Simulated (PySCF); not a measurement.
## Spinor energies of Os (osmium, neutral)

Start: [Xe] 4f14 5d8; 5d3/2 filled at m_j = -1/2, +1/2, +3/2; 5d5/2 filled at m_j = -3/2, -1/2, +1/2, +3/2, +5/2. Calculated with PySCF 2.14 in x2c-SVPall-2c with one added diffuse shell each of s, d type (8s9p10d2f, 99 functions): generalised Hartree-Fock with the X2C-1e Hamiltonian and a Gaussian nucleus; one run each with spin-orbit coupling (SO) switched off, then screened by Boettger's factors. This is a chosen level, not necessarily the ground level.

| spinor shell | electrons | ε, spin-free (eV) | ε, screened SO (eV) | weight of nominal j (screened SO) | rms radius, screened SO (bohr) |
| --- | --- | --- | --- | --- | --- |
| 1s1/2 | 2 | -74269.8 | -74245.2 | 1.000 | 0.0201 |
| 2s1/2 | 2 | -13076.6 | -13068.9 | 1.000 | 0.0809 |
| 2p1/2 | 2 | -11393.2 | -12490.7 | 1.000 | 0.0687 |
| 2p3/2 | 4 | -11393.2 | -10953.5 | 1.000 | 0.0764 |
| 3s1/2 | 2 | -3104.2 | -3101.6 | 1.000 | 0.207 |
| 3p1/2 | 2 | -2601.6 | -2843.6 | 1.000 | 0.198 |
| 3d3/2 | 4 | -2032.4 | -2074.3 | 1.000 | 0.189 |
| 3d5/2 | 6 | -2032.4 | -2001.8 | 1.000 | 0.192 |
| 4s1/2 | 2 | -685.30 | -684.46 | 1.000 | 0.459 |
| 4p1/2 | 2 | -517.53 | -574.86 | 1.000 | 0.466 |
| 4p3/2 | 4 | -517.53 | -493.86 | 1.000 | 0.499 |
| 4d3/2 | 4 | -304.82 | -313.47 | 1.000 | 0.520 |
| 4d5/2 | 6 | -304.82 | -298.16 | 1.000 | 0.531 |
| 5s1/2 | 2 | -103.12 | -102.95 | 1.000 | 1.09 |
| 5p1/2 | 2 | -57.995 | -67.255 | 0.914 | 1.19 |
| 4f5/2 | 6 | -66.093 | -67.342 | 0.972 | 0.636 |
| 4f7/2 | 8 | -66.093 | -64.450 | 0.999 | 0.613 |
| 5p3/2 | 4 | -57.995 | -53.923 | 0.997 | 1.28 |
| 5d5/2 | 5 | -7.418 | -7.103 | 0.737 | 2.21 |
| 5d3/2 | 3 | -7.418 | -8.031 | 0.852 | 2.12 |

Question: Where does 3p3/2 lie, and what is the 3p spin-orbit splitting (screened SO)?

Answer: At -2502.7 eV, 340.88 eV above 3p1/2.

| quantity | spin-free | screened SO |
| --- | --- | --- |
| E (hartree) | -17240.06211 | -17262.54757 |
| M_J | 4 | 4 |
| ⟨J²⟩ | 20.375 | 20.262 |
| ⟨L²⟩ | 12.355 | 12.680 |
| ⟨S²⟩ | 2.020 | 2.121 |

Each row is a mean over spinors that exchange with the open shell spreads, by up to 5.179 eV (5p3/2).

Rows whose weight is well below 1 are mixtures of j = l ± 1/2: exchange outweighs spin-orbit coupling there, and the label is only the starting occupation.

⟨J²⟩ departs a little from M_J(M_J + 1) because the unrestricted spinors polarise the closed shells.

Breit and QED terms are absent; they matter most for the inner s and p1/2 levels.

Densities and radii are taken from the X2C orbitals without a picture-change correction, which distorts them close to the nucleus.

Without spin-orbit coupling the j labels of p, d and f shells carry no meaning; the spin-free column gives the mean over the occupied spinors of each nl shell, and its ⟨J²⟩ belongs to a mixture of degenerate components.
